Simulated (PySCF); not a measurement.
Compound: C5H6FNSi2.
Geometry (GFN2-xTB, Å), atoms numbered from 1 in this order:
```xyz
15
C5H6FNSi2 angstrom
N      3.879    0.543    0.077
C      2.735    0.466    0.037
C      1.339    0.308    0.000
C      0.520    1.336   -0.257
F      1.053    2.562   -0.488
Si    -1.373    1.328   -0.350
C     -1.945   -0.429   -0.007
C     -1.153   -1.469    0.252
Si     0.726   -1.450    0.340
H     -1.750    1.758   -1.701
H     -1.870    2.260    0.668
H     -3.019   -0.586   -0.026
H     -1.610   -2.436    0.434
H      1.174   -1.843    1.681
H      1.289   -2.340   -0.683
```

PySCF, density fitting, gas phase, GFN2-xTB geometry. The standard run uses grid level 2 after a coarse-grid start, the def2-universal JK fitting basis (with tight functions added where the orbital basis needs them), an energy threshold of 1e-9 Eh and DIIS. The changed runs have no coarse-grid stage.

Question: Standard PBE0/pcSseg-1: E = -926.975013 Eh, HOMO -8.118 eV, LUMO -1.913 eV, dipole 5.786 D, 14 cycles (coarse-grid cycles included). What changes at PBE0/pcSseg-1 with: start guess sap?

Answer: E = -926.975013 Eh (0.000 mEh), HOMO -8.118 eV (0.000), LUMO -1.913 eV (0.000), dipole 5.786 D (0.000), 21 SCF cycles. The result matches the standard run within 0.02 mEh and 0.003 eV; such settings steer the iterations and don't enter the energy expression.

The cycles:
```
cycle   1  E = -865.7702909054  dE =  5.411e+01  |g| = 1.173e+01  |ddm| = 1.017e+02
cycle   2  E = -746.6664364994  dE =  1.191e+02  |g| = 2.148e+01  |ddm| = 1.019e+02
cycle   3  E = -886.7015676337  dE = -1.400e+02  |g| = 9.373e+00  |ddm| = 1.804e+01
cycle   4  E = -888.3141141166  dE = -1.613e+00  |g| = 7.076e+00  |ddm| = 3.194e+01
cycle   5  E = -867.3271449162  dE =  2.099e+01  |g| = 1.108e+01  |ddm| = 5.224e+01
cycle   6  E = -920.9186219720  dE = -5.359e+01  |g| = 4.566e+00  |ddm| = 4.299e+01
cycle   7  E = -922.4630428650  dE = -1.544e+00  |g| = 3.435e+00  |ddm| = 4.096e+00
cycle   8  E = -917.9365955472  dE =  4.526e+00  |g| = 4.048e+00  |ddm| = 6.221e+00
cycle   9  E = -926.7158242046  dE = -8.779e+00  |g| = 9.740e-01  |ddm| = 6.471e+00
cycle  10  E = -926.6380321004  dE =  7.779e-02  |g| = 1.320e+00  |ddm| = 2.010e+00
cycle  11  E = -926.9618449978  dE = -3.238e-01  |g| = 2.280e-01  |ddm| = 1.270e+00
cycle  12  E = -926.9675719985  dE = -5.727e-03  |g| = 1.723e-01  |ddm| = 3.230e-01
cycle  13  E = -926.9747983699  dE = -7.226e-03  |g| = 2.869e-02  |ddm| = 1.689e-01
cycle  14  E = -926.9749619171  dE = -1.635e-04  |g| = 1.402e-02  |ddm| = 4.184e-02
cycle  15  E = -926.9750096615  dE = -4.774e-05  |g| = 3.927e-03  |ddm| = 1.582e-02
cycle  16  E = -926.9750122116  dE = -2.550e-06  |g| = 2.262e-03  |ddm| = 4.241e-03
cycle  17  E = -926.9750133479  dE = -1.136e-06  |g| = 7.055e-04  |ddm| = 2.846e-03
cycle  18  E = -926.9750134594  dE = -1.116e-07  |g| = 1.986e-04  |ddm| = 8.949e-04
cycle  19  E = -926.9750134643  dE = -4.924e-09  |g| = 1.604e-04  |ddm| = 3.494e-04
cycle  20  E = -926.9750134701  dE = -5.770e-09  |g| = 2.895e-05  |ddm| = 1.517e-04
cycle  21  E = -926.9750134703  dE = -2.040e-10  |g| = 6.359e-06  |ddm| = 3.246e-05
```
